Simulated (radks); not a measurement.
Pb III, configuration [Xe] 4f14 5d10 6s1.5 6p0.5 (fractional occupations, a model configuration). Method: scalar-relativistic Kohn-Sham, LDA (Slater exchange, Perdew-Zunger correlation), spin-polarised, spherical densities, finite nucleus; open shells are filled with parallel spins first (spin-orbit coupling, left out, can overturn this in heavy ions); Fermi nuclear charge, rms radius 5.5012 fm; computed with a radial shooting solver on a logarithmic mesh with Libxc functionals.

Radial electron density D(r) = 4 pi r^2 rho(r):

r (bohr)  D(r) (e/bohr)  spin D(r)
0.002789          47.58    0.00221
0.003247          56.26    0.00257
0.00378           65.70    0.00293
0.0044            75.64    0.00327
0.005123          85.66    0.00357
0.005964          95.19    0.00377
0.006943          103.5    0.00385
0.008082          110.0    0.00376
0.009409          113.8    0.00349
0.01095           114.6    0.00307
0.01275           112.6    0.00261
0.01485           108.5    0.00228
0.01728           104.1    0.00234
0.02012           101.6    0.00310
0.02342           103.4    0.00474
0.02727           110.8    0.00722
0.03174           123.6     0.0100
0.03695           138.7     0.0120
0.04302           151.1     0.0119
0.05008           155.5    0.00874
0.0583            149.8    0.00303
0.06788           136.9   -0.00246
0.07902           124.8   -0.00349
0.09199           122.0    0.00282
0.1071            130.5     0.0143
0.1247            142.5     0.0229
0.1451            144.7     0.0203
0.169             129.7    0.00755
0.1967            104.4   -0.00111
0.229             85.38    0.00885
0.2666            83.44     0.0321
0.3103            92.87     0.0426
0.3613            97.39     0.0241
0.4206            86.76  -0.000817
0.4896            65.22     0.0105
0.57              44.55     0.0650
0.6636            32.19      0.112
0.7725            27.10     0.0927
0.8994            24.27     0.0190
1.047             20.38    -0.0260
1.219             15.36     0.0371
1.419             10.50      0.208
1.652             6.705      0.406
1.923             4.099      0.534
2.239             2.402      0.541
2.606             1.322      0.443
3.034            0.6616      0.297
3.532            0.2912      0.164
4.112            0.1090     0.0729
4.787           0.03364     0.0257
5.573          0.008250    0.00698
6.488          0.001542    0.00140
7.553         0.0002084   0.000198

D(r) has 4 maxima, at r = 0.0106, 0.0497, 0.137, 0.353 bohr, and minima at 0.0206, 0.0884, 0.250 bohr, inside which lie 1.87, 10.99, 30.01 electrons.
